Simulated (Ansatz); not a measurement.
`C=C1CCCCC1`. Charge 0, multiplicity 1.

| atom | x (Å) | y (Å) | z (Å) |
| --- | --- | --- | --- |
| C1 | -0.125 | 1.819 | -1.616 |
| C2 | -0.236 | 0.677 | -0.947 |
| C3 | 0.747 | -0.446 | -1.087 |
| C4 | 1.323 | -0.844 | 0.272 |
| C5 | 0.216 | -1.150 | 1.272 |
| C6 | -0.747 | 0.021 | 1.406 |
| C7 | -1.326 | 0.420 | 0.049 |
| H8 | -0.842 | 2.623 | -1.485 |
| H9 | 0.683 | 1.986 | -2.321 |
| H10 | 1.544 | -0.171 | -1.782 |
| H11 | 0.232 | -1.317 | -1.514 |
| H12 | 1.985 | -1.707 | 0.159 |
| H13 | 1.937 | -0.020 | 0.653 |
| H14 | 0.645 | -1.401 | 2.246 |
| H15 | -0.338 | -2.036 | 0.937 |
| H16 | -1.556 | -0.227 | 2.099 |
| H17 | -0.216 | 0.880 | 1.833 |
| H18 | -1.971 | 1.298 | 0.143 |
| H19 | -1.954 | -0.404 | -0.317 |

Task: Give the diagnostics of a CCSD(T)/def2-TZVPP run (frozen core, the Gaussian-basis code of Ansatz). (An estimate is asked.)

Result: The calculation gave: T1 = 0.0096, largest single amplitude 0.010, largest double 0.040, (T) share of the correlation energy 4.2 %, 9 CCSD cycles. The RHF solution is stable towards an unrestricted one. T1 lies under the customary mark of 0.02 for closed shells.
